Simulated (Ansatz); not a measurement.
Geometry optimisation, RKS PBE-D4/def2-SVP (Ansatz 0.2.0).

Input:

```yaml
crystal:
  periodic: [false, false, false]
  atoms:
    - { symbol: Ge, position_ang: [0.0, 0.0, 0.0] }
    - { symbol: F, position_ang: [0.0, 0.0, 2.03] }
    - { symbol: O, position_ang: [1.6691, 0.0, -0.5894] }
    - { symbol: H, position_ang: [1.9855, -0.9521, -0.7061] }
    - { symbol: O, position_ang: [-0.8337, 1.4443, -0.5894] }
    - { symbol: H, position_ang: [-1.7915, 1.2136, -0.8118] }
    - { symbol: O, position_ang: [-0.8337, -1.4443, -0.5894] }
    - { symbol: H, position_ang: [-1.2883, -1.91, 0.183] }
    - { symbol: O, position_ang: [1.0856, 1.6372, 0.6527] }
    - { symbol: H, position_ang: [1.8625, 1.3234, 1.2167] }
    - { symbol: H, position_ang: [0.6576, 0.9917, 1.7453] }
basis:
  gaussian: { orbitals: def2-SVP }
hamiltonian:
  xc: pbe
  dispersion: d4
relax:
  f_tol: 0.15
  max_steps: 25
  restrain:
    - { distance: [0, 8], at: 1.77, k: 30.0 }
    - { distance: [10, 1], at: 0.92, k: 30.0 }
    - { distance: [0, 1], at: 2.88, k: 30.0 }
    - { distance: [10, 8], at: 2.21, k: 30.0 }
```

Command:

```bash
$ ansatz run input.yaml --threads 4 --pin off --max-ram 5120MiB --backend cpu --events-out ev --progress --plain --runs-dir out
```

Question: Where does it end, and by what steps?

Answer: It converged. The restraints hold the end off the free minimum; the threshold counts their pulls, which the force column leaves out. Restrained pairs: Ge1–O9 (2.07 → 1.78 Å), F2–H11 (1.22 → 0.93 Å), Ge1–F2 (2.03 → 2.89 Å), O9–H11 (1.34 → 2.20 Å). After 13 steps the energy has fallen by 2.673 eV (the restraints' own energy left out); H8 moved furthest, 1.28 Å.

```json
{"step": "0", "energy less start (eV)": "0.0000", "largest force component (eV/Å)": "5.954", "accepted": "yes"}
{"step": "1", "energy less start (eV)": "0.1651", "largest force component (eV/Å)": "5.103", "accepted": "yes"}
{"step": "2", "energy less start (eV)": "0.2185", "largest force component (eV/Å)": "4.712", "accepted": "yes"}
{"step": "3", "energy less start (eV)": "-0.4994", "largest force component (eV/Å)": "2.553", "accepted": "yes"}
{"step": "4", "energy less start (eV)": "-1.3832", "largest force component (eV/Å)": "2.483", "accepted": "yes"}
{"step": "5", "energy less start (eV)": "-1.7919", "largest force component (eV/Å)": "1.248", "accepted": "yes"}
{"step": "6", "energy less start (eV)": "-2.0573", "largest force component (eV/Å)": "1.055", "accepted": "yes"}
{"step": "7", "energy less start (eV)": "-2.2739", "largest force component (eV/Å)": "0.739", "accepted": "yes"}
{"step": "8", "energy less start (eV)": "-2.4154", "largest force component (eV/Å)": "0.708", "accepted": "yes"}
{"step": "9", "energy less start (eV)": "-2.5046", "largest force component (eV/Å)": "0.685", "accepted": "yes"}
{"step": "10", "energy less start (eV)": "-2.5555", "largest force component (eV/Å)": "0.938", "accepted": "yes"}
{"step": "11", "energy less start (eV)": "-2.6236", "largest force component (eV/Å)": "0.910", "accepted": "yes"}
{"step": "12", "energy less start (eV)": "-2.6647", "largest force component (eV/Å)": "0.592", "accepted": "yes"}
{"step": "13", "energy less start (eV)": "-2.6733", "largest force component (eV/Å)": "0.596", "accepted": "yes"}
```

```xyz
11
Properties=species:S:1:pos:R:3
Ge 0.384 0.313 -0.241
F -1.004 0.144 2.286
O 1.557 0.061 -1.564
H 1.646 -0.903 -1.701
O -0.954 1.387 -0.689
H -1.593 0.903 -1.246
O -0.097 -1.346 0.199
H -0.589 -1.267 1.044
O 1.231 1.237 1.025
H 2.191 1.122 0.899
H -0.260 0.653 2.530
```

The run took 22 s on 4 threads of Arm Neoverse V1, on a shared host, peak memory 0.19 GiB.
